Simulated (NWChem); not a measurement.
System: C$_{3}$H$_{5}$BO$_{2}$; SMILES C1OB(O)C=C1

```xyz
11

O      0.1305    -2.1432     0.0000
B      0.0949    -0.7816     0.0000
C      1.2809     0.2252     0.0000
C      0.7003     1.4371     0.0000
C     -0.8027     1.3222     0.0000
O     -1.0969    -0.0760     0.0000
H     -0.7655    -2.5134     0.0000
H      2.3540     0.0653     0.0000
H      1.1895     2.4093     0.0000
H     -1.2589     1.7867     0.8855
H     -1.2589     1.7867    -0.8855
```
Atoms are numbered in this order, from 1.

Structure relaxed at the B3LYP/6-31G* (spherical d) level. B3LYP is NWChem's, with the RPA form of VWN correlation.

**Question.** Give the principal values of the shielding tensors (ppm) of O1, B2, C3, C4, C5 from B3LYP/6-31G* (spherical d), GIAO (NWChem), with their diamagnetic and paramagnetic parts as GIAO splits them.

**Answer.** 
```
atom    σ11    σ22    σ33  isotropic  diamagnetic  paramagnetic
----  -----  -----  -----  ---------  -----------  ------------
O1    152.6  269.2  302.9      241.6        389.3        -147.7
B2     72.0   87.2   89.1       82.8        201.4        -118.6
C3    -29.3   59.1  180.2       70.0        254.4        -184.4
C4    -70.9   45.6  148.5       41.1        255.7        -214.6
C5     94.4  108.2  155.1      119.2        248.3        -129.0
```
